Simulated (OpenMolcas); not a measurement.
Fe3+, Ru3+, Os3+: d5 down the group

| Item | Value |
| --- | --- |
| Program | OpenMolcas |
| Method | CASSCF |
| Basis | ANO-RCC-VTZP |
| Scalar Hamiltonian | DKH2, point nucleus |
| Spin-orbit coupling | RASSI with atomic mean-field integrals over the reference wave functions, term energies averaged over their components |

Active space for each ion: 5 electrons in 10 orbitals (d d).

Computed levels in cm-1 above 6S 5/2:

```
                               Level   Fe3+   Ru3+   Os3+
                              4G 7/2  35945  27107  24739
                              4G 9/2  35978  27254  26255
                             4G 11/2  35991  27223  25577
                              4P 1/2  41211  31309  28801
                              4D 7/2  44676  33393  31775
                              4D 1/2  44712  33972  35176
                             2I 11/2  51319  38686  35997
                             2I 13/2  51406  39178  38935
                              4F 5/2  59600  45139  44930
weight of 6S in the lowest level (%)    100     99     92
```

Mixed levels, with the weight of the term that names them: Os3+ 4P 1/2 (68 %), Os3+ 4D 1/2 (71 %), Os3+ 4F 5/2 (51 %).

Measured, with the error of the calculation in %. Measured levels: Fe3+ from Corliss and Sugar, J. Phys. Chem. Ref. Data 11, 135 (1982).

```
  Level           Fe3+
4G 11/2  32246 (+11.6)
 4P 1/2  35407 (+16.4)
 4D 7/2  38779 (+15.2)
 4D 1/2  38897 (+15.0)
```

Without spin-orbit coupling 4G lies 35965, 27174, 25420 cm-1 above 6S in that order; the difference to the level 4G 7/2, of either sign, comes from spin-orbit coupling, which also lowers the zero.

Without dynamic correlation excited terms often stand tens of per cent too high (terms of higher spin than the ground term too low), and those without a measured partner can miss by more than the paired ones. Active for correlation alone: 4d; no level in the range computed is led by a configuration that fills it, so any true level of that kind is missing (holds for Fe3+). Active for correlation alone: 5d; no level in the range computed is led by a configuration that fills it, so any true level of that kind is missing (holds for Ru3+). Active for correlation alone: 6d; no level in the range computed is led by a configuration that fills it, so any true level of that kind is missing (holds for Os3+). Computed and measured levels are paired by configuration, term and J; levels that our copy of the source lacks, or whose pairing is in doubt (as where it misses far off the trend of its configuration), stay unpaired and out of the deviations. Levels of configurations outside the active space are missing.
